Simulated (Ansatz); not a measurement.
Species: C₂H₆Br₂GeO₂, charge 0, multiplicity 1. 
Structure (B3LYP-D3(BJ)/def2-TZVP (Ansatz, a first-principles code) minimum search):
SMILES: C[O][Ge]([Br])([Br])[O]C
```xyz
13

C     -2.0802     1.8702     0.2401
O     -0.6711     1.7957     0.4508
Ge     0.2097     0.2941     0.1872
Br    -0.4711    -1.3462     1.6418
Br    -0.1204    -0.3889    -2.0053
O      1.9042     0.6086     0.5057
C      2.5956     1.5984    -0.2631
H     -2.3418     1.6294    -0.7934
H     -2.3779     2.8964     0.4520
H     -2.6178     1.1979     0.9137
H      2.5985     1.3446    -1.3262
H      2.1512     2.5867    -0.1278
H      3.6223     1.6130     0.1000
```

Total electronic energies in hartree. Valence correlation only, unless marked. Spin-orbit coupling is left out. Frozen are the shells of the preceding noble gas and the d and f shells that filled before the atom's block. No relativistic terms. Basis-set limits of correlation are two-point, X^-3; Hartree-Fock from the larger set.

| level | program | energy (Eh) |
|---|---|---|
| revPBE-D3(BJ)/def2-TZVPD | Ansatz + dftd3 | -7455.15348 |
| PBE0-D4/def2-TZVP | Ansatz + dftd4 | -7454.70154 |
| r2SCANh/def2-TZVPD | Ansatz | -7455.62731 |
| wB97X/def2-TZVPD | Ansatz | -7455.85044 |
| RPA@PBE/cc-pVQZ | Ansatz | -7451.64031 |
| SCS-MP2/aug-cc-pVTZ | Ansatz | -7450.77567 |
| CCSD/cc-pVDZ | Ansatz | -7450.22136 |
| CCSD/cc-pVTZ | Ansatz | -7450.80914 |
| CCSD(T)/CBS(cc-pVTZ,cc-pVQZ) | Ansatz | -7451.0657 |

Totals of different functionals don't rank their quality; only differences between species are comparable.
